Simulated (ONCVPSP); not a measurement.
**manganese (Mn): one change to an ONCV potential, before and after**

- Element: manganese (Mn)
- Generator: ONCVPSP 4.0.1
- Type: optimised norm-conserving Vanderbilt (ONCV)
- Functional: PBE
- Relativity: scalar-relativistic
- Frozen core: [Ne] 3s2
- Valence charge: 13
- Reference configuration: 3p6 3d5 4s2
- Partial waves: 4s: rc 2.10 bohr, ncon 3, nbas 7, qcut 2.8 1/bohr, 1 projector; 3p: rc 1.30 bohr, ncon 4, nbas 7, qcut 9.5 1/bohr, 2 projectors, debl 3.2 Ha; 3d: rc 1.05 bohr, ncon 4, nbas 9, qcut 13.2 1/bohr, local
- Local potential: the d channel
- Core correction: Teter function, fcfact 3.25, rcfact 1.4

Change: d: ncon 5, nbas 10.

Cutoffs: the cutoffs (Ha) at which the residual kinetic energy of the hardest occupied pseudo-wave falls to 1 and 0.1 mHa per electron; they do not see the model core or the augmentation charge, which bear on the density cutoff. Errors are all-electron minus pseudo energies relative to the spin-unpolarised reference configuration.

How do hardness, ghosts and transferability respond?

The potential gets neither clearly harder nor softer (72 Ha and 81 Ha → 76 Ha and 90 Ha); both files keep a bound ghost (s); of the 3 tests that both files solve, the error grows in 1 and shrinks in 0 by more than 15 % and 0.3 meV (median size 14.8 → 23.1 meV); the range in which the p phases agree widens (upper end 2.3 → at the end of the scan).

```csv
quantity,base,changed
"cutoff, loose",72 Ha,76 Ha
"cutoff, tight",81 Ha,90 Ha
loose cutoff by channel,"s 3.8 Ha, p 30 Ha, d 72 Ha","s 3.8 Ha, p 30 Ha, d 76 Ha"
bound ghosts,s,s
GHOST(+) flags under 300 eV,"s at 21.3 eV, p at 69.4 eV",s at 18.5 eV
tests with a reliable result,3 of 4,3 of 4
"error for 3p6 3d5 4s1, meV [ΔE 8.42 eV]",-2.7,-2.5
"error for 3p6 3d5 4s0, meV [ΔE 24.02 eV]",-22,-23
"error for 3p6 3d5 4s0 4p2, meV [ΔE 7.93 eV]",-15,-23
s: phases at 2.13 bohr within 0.05 rad from the reference energy up to (Ha; the scan ends near 5),0.3,0.3
p: phases at 1.32 bohr within 0.05 rad from the reference energy up to (Ha; the scan ends near 5),2.3,to the end of the scan
d: phases at 1.06 bohr within 0.05 rad from the reference energy up to (Ha; the scan ends near 5),3.9,4.3
"rms error of d²Exc/dni dnj with the model core, mHa",3.00,2.99
```

 A true bound ghost makes a file unfit for plane-wave use even where its test errors are small: the radial tests pick states by their node count and pass the ghost by.
